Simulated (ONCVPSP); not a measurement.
# Configuration tests for chlorine (Cl) (ONCV)

* Element: chlorine
* Generator: ONCVPSP 4.0.1
* Type: optimised norm-conserving Vanderbilt (ONCV)
* Functional: PBE
* Relativity: scalar-relativistic
* Frozen core: [Ne]
* Valence charge: 7
* Reference configuration: 3s1.5 3p5.5
* Partial waves: 3s: rc 1.40 bohr, ncon 3, nbas 6, qcut 5 1/bohr, 1 projector; 3p: rc 1.10 bohr, ncon 4, nbas 7, qcut 6.3 1/bohr, 2 projectors, debl 2.1 Ha; d scattering state at 0.31 Ha: rc 1.50 bohr, ncon 5, nbas 9, qcut 5.8 1/bohr, 2 projectors, debl 1.1 Ha
* Local potential: polynomial inside 0.85 bohr (lpopt 5, dvloc0 2 Ha)
* Core correction: none

Energies are relative to the spin-unpolarised reference configuration 3s1.5 3p5.5; without spin polarisation the order of configurations can differ from experiment.

```
valence configuration  charge  ΔE all-electron (eV)  error AE − PS (meV)
              3s2 3p4      +1                 7.813                 +5.4
              3s2 3p3      +2                33.260                 +106
```

(1) What are ΔE and the potential's error for 3s1 3p6?

(2) What are ΔE and the potential's error for 3s2 3p5?

Levels in the configuration 3s2 3p4:

```tsv
level	all-electron (eV)	pseudo (eV)
3s	-32.094	-32.070
3p	-19.426	-19.401
```

Note: ghosts flagged at negative energy: s at -0.07 eV; GHOST(+) flags only above 600 eV. A true bound ghost makes a file unfit for plane-wave use.

## Answers

(1) ΔE = 6.091 eV all-electron; the error (AE − PS) is -0.1 meV.

(2) ΔE = -6.063 eV all-electron; the error (AE − PS) is -0.6 meV.
